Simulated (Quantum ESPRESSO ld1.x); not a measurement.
ld1.x (Quantum ESPRESSO 7.5) input

```
 &input
    atom='Sb',
    iswitch=1,
    rel=2,
    dft='PBESOL',
    config='[Kr] 4d10 5s2 5p2 6s0 4f0 5d0 6p0',
    rel_dist='average',
    verbosity='high',
    lsmall=.true.,
    prefix='ld1',
    max_out_wfc=37,
    file_charge='ld1.rho',
 /
```

Command: `OMP_NUM_THREADS=1 ld1.x < ld1.in > ld1.out`

Output (excerpt):

```
     Program LD1 v.7.5 starts

     --------------------------- All-electron run ----------------------------

     dirac relativistic calculation

     atomic number is 51.00
     dft =PBESOL   lsd =0 sic =0 latt =0  beta=0.20 tr2=1.0E-14
     Exchange-correlation= PBESOL
                           (   1   4  10   8   0   0   0)
     mesh =2069 r(mesh) = 100.70288 a.u. xmin = -8.00 dx = 0.00800
     1 Ry =  13.60569312 eV, c = 137.03599908

     n l j   nl                  e(Ry)          e(Ha)          e(eV)
     Spin orbit split results
     1 0 0.5 1S 1( 2.00)   -2225.398357914   -1112.699178957 -30278.0871342
     2 0 0.5 2S 1( 2.00)    -339.087695352    -169.543847676  -4613.5231247
     2 1 0.5 2P 1( 2.00)    -317.310553284    -158.655276642  -4317.2300127
     2 1 1.5 2P 1( 4.00)    -298.816831268    -149.408415634  -4065.6101062
     3 0 0.5 3S 1( 2.00)     -66.969741199     -33.484870599   -911.1697473
     3 1 0.5 3P 1( 2.00)     -58.067995769     -29.033997884   -790.0553307
     3 1 1.5 3P 1( 4.00)     -54.655824437     -27.327912219   -743.6303747
     4 0 0.5 4S 1( 2.00)     -11.542319530      -5.771159765   -157.0412575
     4 1 0.5 4P 1( 2.00)      -8.530944180      -4.265472090   -116.0694086
     4 1 1.5 4P 1( 4.00)      -7.897515226      -3.948757613   -107.4511686
     3 2 1.5 3D 1( 4.00)     -38.924785909     -19.462392954   -529.5986919
     3 2 2.5 3D 1( 6.00)     -38.215372225     -19.107686112   -519.9466271
     4 2 1.5 4D 1( 4.00)      -3.137463148      -1.568731574    -42.6873608
     4 2 2.5 4D 1( 6.00)      -3.045716915      -1.522858458    -41.4390897
     5 0 0.5 5S 1( 2.00)      -1.521220905      -0.760610452    -20.6972648
     5 1 0.5 5P 1( 0.67)      -0.922061178      -0.461030589    -12.5452814
     5 1 1.5 5P 1( 1.33)      -0.867001903      -0.433500951    -11.7961618
     6 0 0.5 6S 1( 0.00)      -0.334245670      -0.167122835     -4.5476440
     4 3 2.5 4F 1( 0.00)      -0.069575613      -0.034787806     -0.9466244
     4 3 3.5 4F 1( 0.00)      -0.069574386      -0.034787193     -0.9466078
     5 2 1.5 5D 1( 0.00)      -0.251338714      -0.125669357     -3.4196374
     5 2 2.5 5D 1( 0.00)      -0.248587803      -0.124293902     -3.3822094
     6 1 0.5 6P 1( 0.00)      -0.216722611      -0.108361306     -2.9486613
     6 1 1.5 6P 1( 0.00)      -0.208648435      -0.104324218     -2.8388066
     Averaged results
     1 0     1S 1( 2.00)   -2225.398357914   -1112.699178957 -30278.0871342
     2 0     2S 1( 2.00)    -339.087695352    -169.543847676  -4613.5231247
     2 1     2P 1( 6.00)    -304.981405274    -152.490702637  -4149.4834084
     3 0     3S 1( 2.00)     -66.969741199     -33.484870599   -911.1697473
     3 1     3P 1( 6.00)     -55.793214881     -27.896607441   -759.1053600
     4 0     4S 1( 2.00)     -11.542319530      -5.771159765   -157.0412575
     4 1     4P 1( 6.00)      -8.108658211      -4.054329105   -110.3239153
     3 2     3D 1(10.00)     -38.499137698     -19.249568849   -523.8074530
     4 2     4D 1(10.00)      -3.082415408      -1.541207704    -41.9383981
     5 0     5S 1( 2.00)      -1.521220905      -0.760610452    -20.6972648
     5 1     5P 1( 2.00)      -0.885354995      -0.442677497    -12.0458684
     6 0     6S 1( 0.00)      -0.334245670      -0.167122835     -4.5476440
     4 3     4F 1( 0.00)      -0.069574912      -0.034787456     -0.9466149
     5 2     5D 1( 0.00)      -0.249688167      -0.124844084     -3.3971806
     6 1     6P 1( 0.00)      -0.211339827      -0.105669914     -2.8754248

     final scf error:  5.2E-15 reached in  22 iterations

     Etot =  -12960.731868 Ry,   -6480.365934 Ha, -176339.740443 eV

     Ekin =   13676.109592 Ry,    6838.054796 Ha,  186072.950224 eV
     Encl =  -31448.109400 Ry,  -15724.054700 Ha, -427873.325791 eV
     Eh   =    5146.275453 Ry,    2573.137727 Ha,   70018.644544 eV
     Exc  =    -335.007513 Ry,    -167.503757 Ha,   -4558.009420 eV
```

Run on one thread of a shared host, so times are rough (Intel(R) Xeon(R) Processor @ 2.60GHz): 0.5 s of CPU time, 1.3 s wall, 22 iterations on 2069 mesh points.
